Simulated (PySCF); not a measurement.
**Relaxation of triplet Pt₂Se**

All numbers come from PySCF, UB3LYP, basis Se def2-SVP, Pt def2-SVP with ECP60 (scalar-relativistic core potentials, no spin–orbit coupling, density fitting). A (50,194) grid was used.

A start displaced from a saddle point along its imaginary mode, of C2v symmetry, held to at least that symmetry:

```xyz
3
charge 0 multiplicity 3, angstrom
Se   -0.0266    0.2486    0.0000
Pt    0.0055   -0.0509    2.2522
Pt    0.0055   -0.0509   -2.2522
```

**Question.** What does it relax to?

**Answer.** It ends at C2v with Se–Pt 2.262 Å (×2); Pt–Se–Pt 119.9° (after a last refinement on a finer grid). The frequency run here used a shortcut that can spoil soft modes, so no verdict on minimum or saddle point is given. Other isomers or separated fragments may lie lower.

**Question.** How much energy is released, and in how many steps?

**Answer.** 37.9 kJ/mol in 8 steps.

Open d and f shells are described by one determinant, and the ground state may have another occupation or spin. No spin–orbit coupling is included, which matters more the heavier the element.

The relaxation took of the order of 100 core-seconds on a shared host.
